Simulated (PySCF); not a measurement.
**TlO: from constants to spectrum**

UHF-CCSD(T) constants of TlO, ²Π (doublet), unpaired electrons π ↑ (basis Tl aug-cc-pVDZ-PP with ECP60, O aug-cc-pVDZ; scalar-relativistic core potentials; PySCF 2.14; masses 204.9744 and 15.9949 u):

- ωe: 450.0 cm⁻¹
- ωexe: 2.24 cm⁻¹
- Be: 0.23242 cm⁻¹
- αe: 0.00165 cm⁻¹
- De to Tl + O: 3.02 eV

Question: What force constant and bond length do these constants imply?

Answer: Reduced mass μred = 14.837 u; k = 5.8918×10⁻⁷·μred·ωe² (u, cm⁻¹, mdyn/Å) = 1.77 mdyn/Å; Re = √(16.8576/(μred·Be)) (u, cm⁻¹, Å) = 2.211 Å.

Question: Estimate the centrifugal constant D from the Kratzer relation and find the Dunham coefficient a1.

Answer: D = 4Be³/ωe² = 2.48e-07 cm⁻¹; a1 = −1 − αeωe/(6Be²) = -3.29.

Correlated steps freeze 5 core orbitals. Correlated levels converge slowly with the basis: in double zeta they bind strong bonds too weakly, by up to about 1 eV, and carry superposition errors of some tenths. These are scalar-relativistic numbers at best; spin–orbit coupling would shift them, the dissociation energy most. The state is the lowest determinant that a PBE0 search found; another state may lie lower at other levels.
